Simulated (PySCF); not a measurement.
HBN (SMILES [B]=N), doublet, at a GFN2-xTB geometry; PySCF with BLYP/6-311G**.

The PySCF input:
```python
from pyscf import gto, scf, dft

mol = gto.Mole()
mol.atom = '''
    B    -0.000000   -0.000000   -0.840644
    N     0.000000    0.000000    0.401292
    H     0.000000    0.000000    1.394176
'''
mol.basis = '6-311g**'
mol.charge = 0
mol.spin = 1
mol.verbose = 4
mol.build()

mf = dft.UKS(mol)
mf.xc = 'blyp'
mf.kernel()
```

**Question.** Write the output that PySCF gives for this input, abridged.

**Answer.** 
```
PySCF version 2.14.0

[INPUT] verbose = 4
[INPUT] num. atoms = 3
[INPUT] num. electrons = 13
[INPUT] charge = 0
[INPUT] spin (= nelec alpha-beta = 2S) = 1
[INPUT] symmetry False subgroup None
[INPUT] Mole.unit = angstrom
[INPUT] Symbol           X                Y                Z      unit          X                Y                Z       unit  Magmom
[INPUT]  1 B      0.000000000000   0.000000000000  -0.840644000000 AA    0.000000000000   0.000000000000  -1.588586928259 Bohr   0.0
[INPUT]  2 N      0.000000000000   0.000000000000   0.401292000000 AA    0.000000000000   0.000000000000   0.758331975979 Bohr   0.0
[INPUT]  3 H      0.000000000000   0.000000000000   1.394176000000 AA    0.000000000000   0.000000000000   2.634610809442 Bohr   0.0

nuclear repulsion = 19.8278955015482
number of shells = 20
number of NR pGTOs = 70
number of NR cGTOs = 42
basis = 6-311g**
ecp = {}

******** <class 'pyscf.dft.uks.UKS'> ********
method = UKS
initial guess = minao
damping factor = 0
level_shift factor = 0
DIIS = <class 'pyscf.scf.diis.CDIIS'>
diis_start_cycle = 1
diis_space = 8
diis_damp = 0
SCF conv_tol = 1e-09
SCF conv_tol_grad = None
SCF max_cycles = 50
direct_scf = True
direct_scf_tol = 1e-13
number electrons alpha = 7  beta = 6
XC library pyscf.dft.libxc version 7.1.2
    S. Lehtola, C. Steigemann, M. J. T. Oliveira, and M. A. L. Marques,  SoftwareX 7, 1–5 (2018)
XC functionals = blyp
    A. D. Becke,  Phys. Rev. A 38, 3098 (1988)
    C. Lee, W. Yang, and R. G. Parr,  Phys. Rev. B 37, 785 (1988)
    B. Miehlich, A. Savin, H. Stoll, and H. Preuss,  Chem. Phys. Lett. 157, 200 (1989)
radial grids:
    Treutler-Ahlrichs [JCP 102, 346 (1995); DOI:10.1063/1.469408] (M4) radial grids

becke partition: Becke, JCP 88, 2547 (1988); DOI:10.1063/1.454033
pruning grids: <function nwchem_prune>
grids dens level: 3
symmetrized grids: False
atomic radii adjust function: <function treutler_atomic_radii_adjust>
small_rho_cutoff = 0
Set gradient conv threshold to 3.16228e-05
tot grids = 37760
init E= -80.243642045243

cycle= 1 E= -80.0275521024828  delta_E= 0.216  |g|= 0.451  |ddm|= 1.05

cycle= 2 E= -78.9511590815447  delta_E= 1.08  |g|= 1.32  |ddm|= 1.12
cycle= 3 E= -80.0821279756358  delta_E= -1.13  |g|= 0.232  |ddm|= 1.08
cycle= 4 E= -80.1161854232298  delta_E= -0.0341  |g|= 0.0511  |ddm|= 0.216
cycle= 5 E= -80.1176633484451  delta_E= -0.00148  |g|= 0.00589  |ddm|= 0.0544
cycle= 6 E= -80.1176876275669  delta_E= -2.43e-05  |g|= 0.0023  |ddm|= 0.00659
cycle= 7 E= -80.1176912686073  delta_E= -3.64e-06  |g|= 0.000318  |ddm|= 0.00171
cycle= 8 E= -80.1176914652987  delta_E= -1.97e-07  |g|= 9.48e-05  |ddm|= 0.000623
cycle= 9 E= -80.117691480028  delta_E= -1.47e-08  |g|= 1.24e-05  |ddm|= 0.000195
cycle= 10 E= -80.1176914801756  delta_E= -1.48e-10  |g|= 3.12e-06  |ddm|= 1.98e-05
Extra cycle  E= -80.117691480158  delta_E= 1.76e-11  |g|= 6.81e-06  |ddm|= 7.59e-06
converged SCF energy = -80.117691480158  <S^2> = 0.7591565  2S+1 = 2.0091356
```
